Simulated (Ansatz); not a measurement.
In₃Sb₃H₁₂, a cluster cut from wurtzite InSb (hydrogen-capped), relaxed as a singlet with RKS PBE-D4/def2-SVP in Ansatz, starting from the GFN2-xTB geometry. Force threshold 0.03 eV/Å.

In the def2 sets In, Sb take a core potential; there is no spin–orbit coupling.

Start:

Cartesian coordinates in Å:
```
Sb -0.1721 2.0076 1.3442
In 2.2478 0.7171 2.1320
Sb 1.7482 -1.5874 0.5336
In -2.6558 1.7412 -0.0206
Sb -1.9967 -0.8080 -1.1258
In -0.1464 -2.9726 -1.0870
H 0.1177 3.6707 1.4274
H 0.5190 2.0022 -0.2176
H 3.5947 1.5991 1.5184
H 2.2241 0.3299 3.8202
H 1.8734 -0.5182 -0.7897
H 3.2596 -2.2135 0.1127
H -2.7455 2.9078 -1.2879
H -3.9834 1.6024 1.0880
H -0.7774 0.0295 -1.9730
H -2.8460 -0.9498 -2.5789
H -0.7951 -4.3404 -0.2450
H 0.5339 -3.2174 -2.6511
```

```json
{"step": "1", "energy (eV)": "-35328.0112", "largest force component (eV/Å)": "0.753", "SCF passes": "18"}
{"step": "2", "energy (eV)": "-35328.4258", "largest force component (eV/Å)": "0.175", "SCF passes": "18"}
{"step": "3", "energy (eV)": "-35328.5348", "largest force component (eV/Å)": "0.219", "SCF passes": "17"}
{"step": "4", "energy (eV)": "-35328.6207", "largest force component (eV/Å)": "0.084", "SCF passes": "17"}
{"step": "5", "energy (eV)": "-35328.6794", "largest force component (eV/Å)": "0.115", "SCF passes": "17"}
{"step": "6", "energy (eV)": "-35328.7119", "largest force component (eV/Å)": "0.056", "SCF passes": "17"}
{"step": "7", "energy (eV)": "-35328.7234", "largest force component (eV/Å)": "0.144", "SCF passes": "17"}
{"step": "8", "energy (eV)": "-35328.7347", "largest force component (eV/Å)": "0.184", "SCF passes": "17"}
{"step": "9", "energy (eV)": "-35328.7404", "largest force component (eV/Å)": "0.081", "SCF passes": "20"}
{"step": "10", "energy (eV)": "-35328.7439", "largest force component (eV/Å)": "0.005", "SCF passes": "19"}
{"step": "11", "energy (eV)": "-35328.7452", "largest force component (eV/Å)": "0.047", "SCF passes": "18"}
{"step": "12", "energy (eV)": "-35328.7456", "largest force component (eV/Å)": "0.030", "SCF passes": "19"}
```

Force components are those of the run's own axes.

End:

```xyz
18

Sb    0.0522    2.2747    0.9463
In    2.1552    0.6679    2.1645
Sb    2.0198   -1.4055    0.1223
In   -2.6492    1.6619    0.0454
Sb   -1.8029   -0.6126   -1.5647
In   -0.1782   -2.9615   -0.9893
H    -0.0777    3.6931    1.9113
H     0.8024    3.0851   -0.3738
H     3.6541    1.5140    1.9592
H     1.4418   -0.0322    3.5837
H     2.8595   -0.7657   -1.2376
H     3.2546   -2.5382    0.5147
H    -3.1429    2.9226   -1.0375
H    -3.4534    0.9818    1.4253
H    -1.1327    0.0644   -2.9992
H    -3.2229   -1.1987   -2.3420
H    -0.9343   -3.7284    0.3721
H     0.3547   -3.6228   -2.5006
```

By distances, no bond broke or formed. The bond that changes most is Sb1–In4, from 2.85 to 2.91 Å (atoms count from 1).

The force fell under the threshold at step 10, but the optimiser went on. No frequencies were taken in this run, so the end may be a saddle point.

Run time 35 s (2 threads of AMD EPYC 7R13 on a shared host and a share (18 GiB) of an NVIDIA H100 80GB HBM3), peak host memory 0.89 GiB.
